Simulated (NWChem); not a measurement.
System: C5H5F; SMILES C(#C)/C(F)=C/C

NWChem printed, in part:

```
             Northwest Computational Chemistry Package (NWChem) 7.3.0
             --------------------------------------------------------

                             Geometry "geometry" -> ""
                             -------------------------

 Output coordinates in angstroms (scale by  1.889725989 to convert to a.u.)

  No.       Tag          Charge          X              Y              Z
 ---- ---------------- ---------- -------------- -------------- --------------
    1 C                    6.0000     0.42690100    -2.68505500     0.00000000
    2 C                    6.0000     0.17014800    -1.49966000     0.00000000
    3 C                    6.0000    -0.14428500    -0.10941600     0.00000000
    4 F                    9.0000    -1.45900800     0.15522100     0.00000000
    5 C                    6.0000     0.75029700     0.88885400     0.00000000
    6 C                    6.0000     0.40293200     2.33565600     0.00000000
    7 H                    1.0000     0.65721900    -3.73460400     0.00000000
    8 H                    1.0000     1.80293600     0.59408100     0.00000000
    9 H                    1.0000     0.82587800     2.84138400     0.88402300
   10 H                    1.0000    -0.68408900     2.48817500     0.00000000
   11 H                    1.0000     0.82587800     2.84138400    -0.88402300

 Effective nuclear repulsion energy (a.u.)     200.4028670634

  xc_inp: hfexch multiplicative factor not found.

                                 NWChem DFT Module
                                 -----------------

 Summary of "ao basis" -> "ao basis" (spherical)
 ------------------------------------------------------------------------------
       Tag                 Description            Shells   Functions and Types
 ---------------- ------------------------------  ------  ---------------------
 C                           6-31g*                  6       14   3s2p1d
 F                           6-31g*                  6       14   3s2p1d
 H                           6-31g*                  2        2   2s

            General Information
            -------------------
          SCF calculation type: DFT
          Wavefunction type:  closed shell.
          No. of atoms     :    11
          No. of electrons :    44
           Alpha electrons :    22
            Beta electrons :    22
          Charge           :     0
          Spin multiplicity:     1
          Use of symmetry is: off; symmetry adaption is: off
          Maximum number of iterations: 150
          AO basis - number of functions:    94
                     number of shells:    46
          Convergence on energy requested:  1.00D-06
          Convergence on density requested:  1.00D-05
          Convergence on gradient requested:  5.00D-04

              XC Information
              --------------
                     Hartree-Fock (Exact) Exchange  1.000

      Superposition of Atomic Density Guess
      -------------------------------------

 Sum of atomic energies:        -290.16476546

      Non-variational initial energy
      ------------------------------

 Total energy =    -293.321892
 1-e energy   =    -791.791722
 2-e energy   =     298.066963
 HOMO         =      -0.237480
 LUMO         =       0.006263

     ---------------------------------------------
      Total Density - Mulliken Population Analysis
     ---------------------------------------------

[...]

                     NWChem Electrostatic Potential Fit Module
                     -----------------------------------------

 Atom parameters

 Number of atoms is                                   11
 Number of basis functions is                         94

 Grid parameters

 Maximum number of grid points is                  43794
 Number of grid points is                          43793
 Grid range                                     0.300000 nm
 Grid spacing                                   0.020000 nm
 Probe radius                                   0.070000 nm
 Atom radius factor                             1.000000

 Atomic radii

    1    0.100000
    6    0.147000
    9    0.128000
 FASTESP  F
  using M.O. file = ./job.movecs

    Atom              Coordinates                           Charge

                                                  ESP

    1 C     0.042690   -0.268506    0.000000   -0.375500
    2 C     0.017015   -0.149966    0.000000   -0.044343
    3 C    -0.014429   -0.010942    0.000000    0.322916
    4 F    -0.145901    0.015522    0.000000   -0.196926
    5 C     0.075030    0.088885    0.000000   -0.282161
    6 C     0.040293    0.233566    0.000000    0.124327
    7 H     0.065722   -0.373460    0.000000    0.302051
    8 H     0.180294    0.059408    0.000000    0.142149
    9 H     0.082588    0.284138    0.088402   -0.000996
   10 H    -0.068409    0.248818    0.000000    0.009364
   11 H     0.082588    0.284138   -0.088402   -0.000880
                                            ------------
                                                0.000000

 Dipole moment                                  0.678103

 Quadrupole moment Qxx                         -8.839965
                   Qyy                         15.101490
                   Qzz                         -6.261524

 RMS deviation kJ/mol                           0.063420

 RRMS %                                        36.591809
```

Level: Hartree-Fock/6-31G* (spherical d). Coordinates come from a PBE0/def2-SVP optimisation.

Task: Write an input that gives this output.

Result: This is not unique; one that fits is the input that was run:
```
start job
memory heap 200 mb stack 900 mb global 1100 mb
geometry units angstroms noautosym nocenter noautoz
  C      0.426901    -2.685055     0.000000
  C      0.170148    -1.499660     0.000000
  C     -0.144285    -0.109416     0.000000
  F     -1.459008     0.155221     0.000000
  C      0.750297     0.888854     0.000000
  C      0.402932     2.335656     0.000000
  H      0.657219    -3.734604     0.000000
  H      1.802936     0.594081     0.000000
  H      0.825878     2.841384     0.884023
  H     -0.684089     2.488175     0.000000
  H      0.825878     2.841384    -0.884023
end
basis spherical
  C library 6-31g*
  F library 6-31g*
  H library 6-31g*
end
dft
  xc hfexch
  iterations 150
  mulliken
end
task dft energy
esp
  recalculate
  probe 0.07
  range 0.3
  factor 1.0
  spacing 0.02
end
task esp
```
